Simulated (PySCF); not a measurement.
Below is a simulated gas-phase C 1s photoelectron spectrum of `C[C@@H]1C[C@H]1[GeH3]`.

Every computed line was given a Gaussian of 0.6 eV full width at half maximum and an area set by the number of equivalent atoms; the highest printed point is 100. Level of theory: PySCF 2.14.0, delta-SCF UKS SCAN, pcX-2 on the ionised atom, pcseg-1 elsewhere, spin-free X2C.

(binding energy (eV), intensity): (289.3, 0), (289.4, 1), (289.5, 2), (289.6, 4), (289.7, 9), (289.8, 16), (289.9, 27), (290.0, 40), (290.1, 54), (290.2, 68), (290.3, 82), (290.4, 94), (290.5, 100), (290.6, 97), (290.7, 84), (290.8, 65), (290.9, 44), (291.0, 26), (291.1, 13), (291.2, 6), (291.3, 2), (291.4, 1), (291.5, 0)

Task: How many maxima does the curve show, and how many computed lines lie under it?

Result: The curve has 1 maximum (at 290.5 eV). Under it lie 4 lines from 4 inequivalent carbon sites. At this width some lines have no maximum of their own.

Task: Decompose the envelope and assign each component. Numbering: `[CH3:1][C@@H:2]1[CH2:3][C@H:4]1[GeH3:5]`.

Result: 
```csv
position (eV),relative area,line,atoms,environment
290.12,1,C 1s,C4,sp3 carbon bound to germanium
290.44,1,C 1s,C3,three-membered-ring carbon
290.60,1,C 1s,C2,three-membered-ring carbon
290.66,1,C 1s,C1,methyl carbon
```

Task: What are the centre and the root-mean-square width of the whole band?

Result: The area-weighted mean of the lines is 290.45 eV. Their own spread about it is 0.21 eV (rms) and each Gaussian has σ = 0.6/2.355 = 0.25 eV; the variances add, which gives 0.33 eV.

Lowest listed C 1s: C4, bonded to 2 C, H and Ge. Highest, 0.54 eV above it: C1, bonded to C and 3 H. The widest gap between neighbouring values is 0.32 eV, between 290.12 and 290.44 eV. Summing the Pauling electronegativity differences to the bonded atoms, each weighted by its formal bond order, gives -0.89 for the lowest site and -1.05 for the highest; the largest sum, -0.35, belongs to C2, 0.06 eV below the top. The smallest sum, -1.05, belongs to C1, 0.54 eV above the lowest.

The curve has no shake-up lines and no vibrational structure. Geometry: PBE0-D3(BJ)/def2-SVP; no solvent, vibrations or thermal averaging.
